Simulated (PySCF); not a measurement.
B(Br)(OH)2 (BBrH₂O₂), SMILES OB(O)Br. Atoms are numbered in the order given.

```xyz
6

B     -0.0048     0.9579     0.0000
Br    -0.0175    -0.9793     0.0000
O     -1.1905     1.5920     0.0000
H     -1.0807     2.5504     0.0000
O      1.1627     1.6411     0.0000
H      1.9387     1.0724     0.0000
```

The structure is a stationary point at PBE0-D3(BJ)/def2-SVP. Other conformers were not sampled.

Calculation: PySCF with B3LYP/pcSseg-1.

GIAO shieldings, no solvent; atoms listed in one row are averaged. δ = σ(ref) − σ: ¹¹B against BF3 (σ = 86.3 ppm); ¹⁷O against H2O (σ = 333.8 ppm); ¹H against TMS (σ = 31.68 ppm), references at their B3LYP-D3(BJ)/def2-TZVP geometries, non-relativistic (without spin–orbit terms, shifts of atoms bonded to Cl or Br come out too high).

Question: Estimate the chemical shifts. (The exact figures need the calculation; the answer reports its results.)

Answer: 
```json
[
 {"nucleus": "¹¹B", "atoms": "B1", "count": "1", "δ (ppm)": "17.3"},
 {"nucleus": "¹⁷O", "atoms": "O5", "count": "1", "δ (ppm)": "147.9"},
 {"nucleus": "¹⁷O", "atoms": "O3", "count": "1", "δ (ppm)": "124.2"},
 {"nucleus": "¹H", "atoms": "H4, H6", "count": "2", "δ (ppm)": "4.40"}
]
```
